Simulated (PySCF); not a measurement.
B(F)(Me)(OMe) (C2H6BFO), SMILES COB(C)F. Atoms are numbered in the order given.

```xyz
11

B     -0.0561     0.0047     0.5311
F     -0.5692    -0.4344     1.6849
C      0.9344     1.2230     0.5162
H      1.8277     1.0249    -0.0985
H      1.2583     1.5047     1.5280
H      0.4434     2.1038     0.0653
O     -0.4742    -0.6663    -0.5676
C     -0.0309    -0.3327    -1.8655
H      1.0339    -0.5873    -2.0052
H     -0.6225    -0.9116    -2.5890
H     -0.1644     0.7408    -2.0838
```

Coordinates come from a r2SCAN-D4/def2-SVP optimisation. The values are those of a single conformer.

Two levels are set side by side: PBE/pcSseg-1 (PySCF) and PBE0/pcSseg-1 (PySCF). GIAO shifts against BF3 (¹¹B), CFCl3 (¹⁹F), H2O (¹⁷O), TMS (¹H), TMS (¹³C) at the same level; non-relativistic, no solvent, atoms listed together averaged. Differences are taken from unrounded values.

```
quantity              PBE
------------------  -----
δ(¹¹B) of B1 (ppm)   19.6
δ(¹⁹F) of F2 (ppm)  -92.2
δ(¹³C) of C3 (ppm)   -3.3
δ(¹⁷O) of O7 (ppm)  142.5
δ(¹³C) of C8 (ppm)   57.7
```

Task: These are the PBE values. What does PBE0 give? (An estimate is asked for; the answer gives what the named calculation found.)

Result: 
```csv
quantity,PBE0,PBE minus PBE0
δ(¹¹B) of B1 (ppm),19.9,-0.3
δ(¹⁹F) of F2 (ppm),-79.6,-12.6
δ(¹³C) of C3 (ppm),-2.4,-0.9
δ(¹⁷O) of O7 (ppm),126.7,15.8
δ(¹³C) of C8 (ppm),56.0,1.7
```

Rough cost on one machine, each run with all the roots and properties that it gave: PBE0 against PBE within a factor of 2.
